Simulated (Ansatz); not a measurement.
`N[Si](O)(O)C=O` + H–F → `N[Si](O)(O)F` + `C=O`  (ligand exchange at the Si–C bond)

Gas-phase electronic energies from Ansatz, PBE0-D4/def2-TZVP geometries. CBS: MP2 limit from def2 TZ/QZ plus the TZ coupled-cluster correction, frozen cores. This one scheme is used for every species. Functionals use def2-TZVPP. B3LYP here is the variant with VWN-RPA as its local correlation; programs differ in this. One conformer a species, not always the lowest.

```json
{"level": "B3LYP-D4", "ΔE (eV)": "-1.79"}
{"level": "r2SCANh-D4", "ΔE (eV)": "-1.84"}
{"level": "BHLYP-D4", "ΔE (eV)": "-1.90"}
{"level": "ωB97M-V", "ΔE (eV)": "-1.80"}
{"level": "BLYP", "ΔE (eV)": "-1.81"}
{"level": "CAM-B3LYP", "ΔE (eV)": "-1.89"}
{"level": "HF/def2-TZVPP", "ΔE (eV)": "-2.10"}
{"level": "CCSD/CBS(def2)", "ΔE (eV)": "-1.83"}
```

Q: What does CCSD(T)/CBS give? (An estimate is asked.)

A: Computed: -1.79 eV. The listed levels differ from it by 0.00, -0.05, -0.11, -0.01, -0.02, -0.10, -0.31, -0.04 eV.

Largest T1 diagnostic among the species: 0.015.

From r2SCAN to r2SCAN0 (25 % exact exchange), in def2-TZVPP and without D4, ΔE moves by −0.03 eV. In def2-TZVPP, CCSD(T) changes the Hartree–Fock value by +0.29 eV (the triples alone add +0.05 eV) and MP2 by +0.28 eV.
